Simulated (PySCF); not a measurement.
# `C[C@H]1C[C@](F)(C#N)[Se]1`, C5H6FNSe

Geometry:
```json
{"atom": "C1", "x (Å)": "2.082", "y (Å)": "-0.188", "z (Å)": "-0.038"}
{"atom": "C2", "x (Å)": "0.618", "y (Å)": "-0.414", "z (Å)": "-0.327"}
{"atom": "C3", "x (Å)": "-0.365", "y (Å)": "0.041", "z (Å)": "0.755"}
{"atom": "C4", "x (Å)": "-1.439", "y (Å)": "0.685", "z (Å)": "-0.126"}
{"atom": "F5", "x (Å)": "-1.848", "y (Å)": "1.910", "z (Å)": "0.313"}
{"atom": "C6", "x (Å)": "-2.558", "y (Å)": "-0.164", "z (Å)": "-0.430"}
{"atom": "N7", "x (Å)": "-3.410", "y (Å)": "-0.880", "z (Å)": "-0.691"}
{"atom": "Se8", "x (Å)": "-0.197", "y (Å)": "0.798", "z (Å)": "-1.725"}
{"atom": "H9", "x (Å)": "2.391", "y (Å)": "-0.816", "z (Å)": "0.797"}
{"atom": "H10", "x (Å)": "2.687", "y (Å)": "-0.444", "z (Å)": "-0.905"}
{"atom": "H11", "x (Å)": "2.269", "y (Å)": "0.853", "z (Å)": "0.221"}
{"atom": "H12", "x (Å)": "0.430", "y (Å)": "-1.443", "z (Å)": "-0.643"}
{"atom": "H13", "x (Å)": "0.076", "y (Å)": "0.821", "z (Å)": "1.378"}
{"atom": "H14", "x (Å)": "-0.738", "y (Å)": "-0.758", "z (Å)": "1.399"}
```

The calculation used PySCF, TDDFT CAM-B3LYP/def2-SVPD circular dichroism and optical rotation, one conformer, gas phase. Geometry: GFN2-xTB.

The calculation is non-relativistic, which matters for the atoms heavier than Zn.

(1) Draw the ECD and absorption spectra from the lowest 12 states, each a Gaussian of half-width 0.3 eV at 1/e height.

Results:

(1) 
| E (eV) | λ (nm) | Δε (L mol⁻¹ cm⁻¹) | ε (L mol⁻¹ cm⁻¹) |
| --- | --- | --- | --- |
| 3.04 | 407 | +0.10 | 3.36 |
| 3.19 | 388 | +0.42 | 13.8 |
| 3.34 | 371 | +1.05 | 34.6 |
| 3.49 | 355 | +1.60 | 52.5 |
| 3.64 | 340 | +1.47 | 48.3 |
| 3.79 | 327 | +0.82 | 27 |
| 3.94 | 314 | +0.28 | 9.12 |
| 4.09 | 303 | +0.06 | 1.87 |
| 4.24 | 292 | +0.01 | 0.233 |
| 4.39 | 282 | 0.00 | 0 |
| 4.54 | 273 | 0.00 | 0 |
| 4.69 | 264 | 0.00 | 0 |
| 4.84 | 256 | -0.01 | 0.594 |
| 4.99 | 248 | -0.08 | 7.19 |
| 5.14 | 241 | -0.59 | 57.3 |
| 5.29 | 234 | -2.90 | 304 |
| 5.44 | 228 | -9.47 | 1070 |
| 5.59 | 222 | -20.58 | 2460 |
| 5.74 | 216 | -29.81 | 3700 |
| 5.89 | 210 | -29.92 | 3800 |
| 6.04 | 205 | -22.85 | 3030 |
| 6.19 | 200 | -13.09 | 2370 |
| 6.34 | 195 | -0.45 | 2570 |
| 6.49 | 191 | +12.56 | 3780 |
| 6.64 | 187 | +17.34 | 4780 |
| 6.79 | 182 | +9.02 | 4520 |
| 6.94 | 179 | -5.34 | 4300 |
| 7.09 | 175 | -14.36 | 5660 |
| 7.24 | 171 | -15.57 | 7500 |
| 7.39 | 168 | -15.18 | 7680 |
| 7.54 | 164 | -14.70 | 5830 |

Δε uses R in velocity form, ε uses f in length form. Only the states computed contribute, so the short-wavelength end is incomplete.
